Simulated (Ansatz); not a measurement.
Basis sets compared for [Ni(SH)4]2- (NiH4S4²⁻). The state is a triplet with charge -2. Geometry PBE0-D4/def2-SVPD. Ansatz on 4 threads of Intel Xeon Platinum 8488C on a shared host; times are rough, and most runs start from earlier orbitals.

```xyz
9

Ni    0.0073    0.0863   -0.0899
S    -1.5083    0.3291    1.7075
H    -0.6099    0.8663    2.5655
S     1.3968   -1.8258   -0.1367
H     0.4716   -2.6456   -0.6876
S    -1.5665   -0.3425   -1.8488
H    -0.6495   -0.8920   -2.6786
S     1.6742    1.7477    0.3744
H     0.7842    2.6766    0.7942
```

A multiply charged anion in the gas phase is held together partly by the finite basis. At PBE-D4/def2-SVPD, PBE-D4/def2-TZVPD, PBE0-D4/def2-SVPD, PBE0-D4/def2-TZVPD the highest occupied level of the charge -2 triplet lies above zero (up to 3.27 eV). It is a level of β spin, whose loss leaves a quartet; that state wasn't run at this geometry and level. The electron is either unbound and held by the finite basis, or the level is raised by self-interaction error. The order of the spin states hangs on the level: the singlet lies 0.37 eV below the triplet at PBE-D4/def2-TZVPD, but 0.35 eV above it at PBE0-D4/def2-TZVPD. The singlet is doubtful at PBE0-D4/def2-TZVPD (restricted singlet, unstable towards broken spin symmetry).

```tsv
level	functions	energy (Eh)	HOMO (eV)	LUMO (eV)	wall time
PBE-D4/def2-SVPD	174	-3102.0562	3.27	3.85	4.2 s
PBE0-D4/def2-SVPD	174	-3102.1869	1.68	5.64	13 s
```

(1) Estimate the rows for PBE-D4/def2-TZVPD (with forces), PBE0-D4/def2-TZVPD (with forces).

Results:

(1) 
```
                           level  functions  energy (Eh)  HOMO (eV)  LUMO (eV)  wall time
 PBE-D4/def2-TZVPD (with forces)        268   -3102.7950       3.24       3.80        8 s
PBE0-D4/def2-TZVPD (with forces)        268   -3102.9127       1.73       5.52       42 s
```
